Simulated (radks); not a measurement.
Task: These are the eigenvalues of the occupied orbitals of an atom or ion with whole-number occupations (hartree). Calculated with a radial shooting solver on a logarithmic mesh with Libxc functionals: non-relativistic Kohn-Sham, LDA (Slater exchange, Perdew-Wang correlation), spin-unpolarised, spherical densities, point nucleus.

| orbital | eigenvalue |
|---|---|
| 1s | -535.0503 |
| 2s | -91.33197 |
| 2p | -85.17823 |
| 3s | -30.11970 |
| 3p | -27.98359 |

Which element is it, and in what charge state? The configuration may be excited.

Result: Z = 36, krypton, charge +18: Kr18+ in [Ar]. The list shows which subshells hold electrons but not how many an open one holds; the 1s level, -535.05 hartree, gives Z - s = 32.7 by -(Z - s)^2/2, which with screening narrows Z to a few neighbours, and the depths of the outer levels then fix element, charge and occupations together.
